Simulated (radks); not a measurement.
The numbers below are computed, except where a source is named.
Spherical jellium clusters: N electrons in a uniform positive sphere of charge N and radius rs N^(1/3), rs = 4.2 bohr. Level of theory: non-relativistic Kohn-Sham, LDA (Slater exchange, Perdew-Wang correlation), spin-polarised, spherical densities (a radial shooting solver with Libxc functionals). Levels are named by radial order and angular momentum (1s, 1p, 1d, 2s, ...), and open shells are averaged over m.

N = 8, configuration 1s2 1p6. This is the lowest configuration that the search found. Occupied and some empty levels:

level,occupation,eigenvalue (eV),<r> (bohr)
1s,2,-4.2173,5.632
1p,6,-3.1060,6.813
1d,0,-1.7695,7.944
2s,0,-1.3310,7.965
1f,0,-0.38082,9.608

Energy (eV): total -14.6678, kinetic 11.987, external -244.01, Hartree 120.11, exchange-correlation -27.148, background 124.39. Static polarisability (adiabatic kernel): 834.3 bohr^3, against R^3 = 592.7 for a classical metal sphere.

Electron density:

r (bohr),n(r) (e/bohr^3)
0.964,0.002231
2.00,0.002797
3.03,0.003487
4.07,0.003957
5.10,0.003903
6.14,0.003234
7.17,0.002188
8.21,0.001196
9.24,0.0005455
10.3,0.0002224
11.3,0.00008340
12.3,0.00003007
13.4,0.00001040
